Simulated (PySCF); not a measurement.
Geometry:
```json
{"atom": "F1", "x (Å)": "3.109", "y (Å)": "0.786", "z (Å)": "-0.775"}
{"atom": "C2", "x (Å)": "2.090", "y (Å)": "0.481", "z (Å)": "0.034"}
{"atom": "F3", "x (Å)": "2.572", "y (Å)": "-0.403", "z (Å)": "0.940"}
{"atom": "O4", "x (Å)": "1.108", "y (Å)": "-0.064", "z (Å)": "-0.720"}
{"atom": "C5", "x (Å)": "-0.130", "y (Å)": "-0.137", "z (Å)": "-0.122"}
{"atom": "C6", "x (Å)": "-0.595", "y (Å)": "0.065", "z (Å)": "1.146"}
{"atom": "N7", "x (Å)": "-1.941", "y (Å)": "-0.138", "z (Å)": "1.159"}
{"atom": "C8", "x (Å)": "-2.280", "y (Å)": "-0.455", "z (Å)": "-0.053"}
{"atom": "N9", "x (Å)": "-1.207", "y (Å)": "-0.466", "z (Å)": "-0.891"}
{"atom": "H10", "x (Å)": "1.784", "y (Å)": "1.388", "z (Å)": "0.591"}
{"atom": "H11", "x (Å)": "-0.065", "y (Å)": "0.320", "z (Å)": "2.041"}
{"atom": "H12", "x (Å)": "-3.275", "y (Å)": "-0.685", "z (Å)": "-0.375"}
{"atom": "H13", "x (Å)": "-1.174", "y (Å)": "-0.690", "z (Å)": "-1.871"}
```

- geometry from GFN2-xTB
- shielding tensors at PBE0/pcSseg-1 (GIAO)
- program: PySCF 2.14
- non-relativistic, no solvent, equivalent nuclei averaged, a single conformation

δ = σ(ref) − σ, references computed at the same level: 13C (σ = 186.93 ppm), 1H (σ = 31.72 ppm) vs TMS; CFCl3 for 19F (σ = 170.95 ppm); 17O (σ = 336.08 ppm) vs H2O; NH3 for 15N (σ = 267.73 ppm).

```json
{"atoms": "F1/F3", "nucleus": "19F", "count": "2", "δ (ppm)": "?"}
{"atoms": "H10", "nucleus": "1H", "count": "1", "δ (ppm)": "?"}
{"atoms": "H12", "nucleus": "1H", "count": "1", "δ (ppm)": "7.15"}
{"atoms": "C5", "nucleus": "13C", "count": "1", "δ (ppm)": "?"}
{"atoms": "N7", "nucleus": "15N", "count": "1", "δ (ppm)": "?"}
{"atoms": "H13", "nucleus": "1H", "count": "1", "δ (ppm)": "8.14"}
{"atoms": "C8", "nucleus": "13C", "count": "1", "δ (ppm)": "130.1"}
{"atoms": "H11", "nucleus": "1H", "count": "1", "δ (ppm)": "6.68"}
{"atoms": "C2", "nucleus": "13C", "count": "1", "δ (ppm)": "122.7"}
{"atoms": "C6", "nucleus": "13C", "count": "1", "δ (ppm)": "111.5"}
{"atoms": "O4", "nucleus": "17O", "count": "1", "δ (ppm)": "154.9"}
{"atoms": "N9", "nucleus": "15N", "count": "1", "δ (ppm)": "170.3"}
```

**Question.** Estimate the values marked ?.

**Answer.** 
- C5: 147.1 ppm, aromatic carbon bearing oxygen; σ withdrawal by the attached heteroatom moves it downfield of the ring CH carbons
- H10: 6.77 ppm, hydrogen on an sp3 CH bonded to 2 F and O; its carbon carries F and O, hence the downfield position
- F1/F3: -99.3 ppm, fluorine of a CF2 group
- N7: 301.6 ppm, pyridine-type nitrogen of an azole

The OH or NH signal is concentration- and solvent-dependent in practice; the value given is the gas-phase one. Shifts are as computed. Against solution values, carbons near 30 ppm lie about +3 ppm off and those near 130 ppm about +5 ppm. Of 1211 compounds with measured shifts, 218 miss one by over three times the rms of a fit or turn the order of signals round; such compounds aren't used in these exercises. Unscaled 19F shifts against computed CFCl3 carry errors that often reach 10 to 50 ppm. Experimental scales use liquid or dissolved standards, which lie at an offset from isolated NH3 (liquid NH3: subtract about 20 ppm) and H2O (liquid H2O: subtract about 36 ppm). Unscaled 15N shifts of sp2 nitrogen come out 20 to 40 ppm too high even then.
